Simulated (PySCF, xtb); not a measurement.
ethenoxysilane (C2H6OSi), SMILES C(O[SiH3])=C.

GFN2-xTB run with xtb at its own geometry gives an orbital gap of 4.99 eV and a dipole moment of 0.83 D.

Geometry: B3LYP-D3(BJ)/def2-SVP. A frequency run showed that this geometry is not a minimum. One conformer was computed; it need not be the lowest.

### Question
What does PySCF with ωB97X/def2-TZVP give? (An estimate is asked for; the answer gives what the named calculation found.)

### Answer
gap 11.35 eV (levels -9.23 and 2.11 eV), dipole 1.08 D.
